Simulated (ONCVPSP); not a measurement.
**Before and after: ONCV potential for Si (Z = 14)**

```
Element                 : Si
Generator               : ONCVPSP 4.0.1
Type                    : optimised norm-conserving Vanderbilt (ONCV)
Functional              : PBE
Relativity              : scalar-relativistic
Frozen core             : [Ne]
Valence charge          : 4
Reference configuration : 3s2 (charge +2)
Partial waves           : 3s: rc 1.75 bohr, ncon 4, nbas 7, qcut 4.3 1/bohr, 2 projectors, debl 2.7 Ha; p scattering state at 0.11 Ha: rc 1.75 bohr, ncon 4, nbas 7, qcut 4.2 1/bohr, 2 projectors, debl 1.5 Ha; d scattering state at 0.22 Ha: rc 1.65 bohr, ncon 3, nbas 6, qcut 6.8 1/bohr, 2 projectors, debl 3.9 Ha
Local potential         : polynomial inside 1.35 bohr (lpopt 4, dvloc0 0 Ha)
Core correction         : Teter function, fcfact 5.75, rcfact 1.6
```

In the p channel the program set the typed energies aside and used 0.050, 1.550 Ha. In the d channel the program set the typed energies aside and used 0.050, 3.950 Ha.

Change: functional PBEsol.

Cutoffs: the cutoffs (Ha) at which the residual kinetic energy of the hardest occupied pseudo-wave falls to 1 and 0.1 mHa per electron; they do not see the model core or the augmentation charge, which bear on the density cutoff. Errors are all-electron minus pseudo energies relative to the spin-unpolarised reference configuration.

Problem. What does the change do?

Solution. The potential gets neither clearly harder nor softer (8.2 Ha and 17 Ha → 8.3 Ha and 17 Ha); of the 4 tests that both files solve, the error grows in 0 and shrinks in 3 by more than 15 % and 0.3 meV (median size 35.6 → 7.7 meV); neither file shows a bound ghost.

```csv
quantity,base,changed
"cutoff, loose",8.2 Ha,8.3 Ha
"cutoff, tight",17 Ha,17 Ha
bound ghosts,none,none
GHOST(+) flags under 300 eV,s at 144.7 eV,s at 148.1 eV
"error for 3s2 3p2, meV [ΔE -23.73 → -23.68 eV]",-41,+9.8
"error for 3s2 3p1, meV [ΔE -15.99 → -15.96 eV]",-15,+3.6
"error for 3s1, meV [ΔE 33.97 → 33.90 eV]",-102,-113
"error for 3s2 3p1.5, meV [ΔE -20.81 → -20.77 eV]",-30,+5.6
s: phases at 1.78 bohr within 0.05 rad from the reference energy up to (Ha; the scan ends near 5),3.4,3.4
p: phases at 1.78 bohr within 0.05 rad from the reference energy up to (Ha; the scan ends near 5),3.7,3.7
d: phases at 1.67 bohr within 0.05 rad from the reference energy up to (Ha; the scan ends near 5),to the end of the scan,to the end of the scan
"rms error of d²Exc/dni dnj with the model core, mHa",8.63,10.23
```
